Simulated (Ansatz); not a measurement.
`[CH2]1[S][InH]1` and `B1CS1` differ in one element.

Ansatz, PBE0-D4/def2-TZVP geometries, multiplicity 1. 

Elements past krypton have def2 core potentials.

| property | `[CH2]1[S][InH]1` |
| --- | --- |
| HOMO energy (PBE/def2-TZVPP) / eV | -5.19 |
| LUMO energy (PBE/def2-TZVPP) / eV | -2.35 |
| size of the dipole moment (PBE/def2-TZVPP) / D | 3.02 |
| HOMO–LUMO gap (PBE/def2-TZVPP) / eV | 2.83 |
| size of the dipole moment (B3LYP/def2-TZVPP) / D | 3.25 |
| ideal-gas entropy at 298 K and 1 bar (rigid rotor, harmonic PBE0-D4/def2-TZVP) / J/(mol·K) | 299 |

(1) What does the change do to each property? (An estimate is asked.)

## Answers

(1) Computed: 
```
                                                                                  property  `B1CS1`  shift
                                                         HOMO energy (PBE/def2-TZVPP) / eV    -6.53  -1.34
                                                         LUMO energy (PBE/def2-TZVPP) / eV    -2.18   0.17
                                            size of the dipole moment (PBE/def2-TZVPP) / D     0.92  -2.10
                                                       HOMO–LUMO gap (PBE/def2-TZVPP) / eV     4.35   1.52
                                          size of the dipole moment (B3LYP/def2-TZVPP) / D     1.01  -2.24
ideal-gas entropy at 298 K and 1 bar (rigid rotor, harmonic PBE0-D4/def2-TZVP) / J/(mol·K)      260    -39
```

With PBE0 the HOMO falls by 1.53 eV and the LUMO rises by 0.44 eV, so the gap widens by about 1.97 eV. PBE moves the HOMO by -1.34 eV and ωB97M-V by -1.69 eV. Dipoles are sizes alone; their direction can turn.

B3LYP here is the variant with VWN-RPA as its local correlation; programs differ in this.
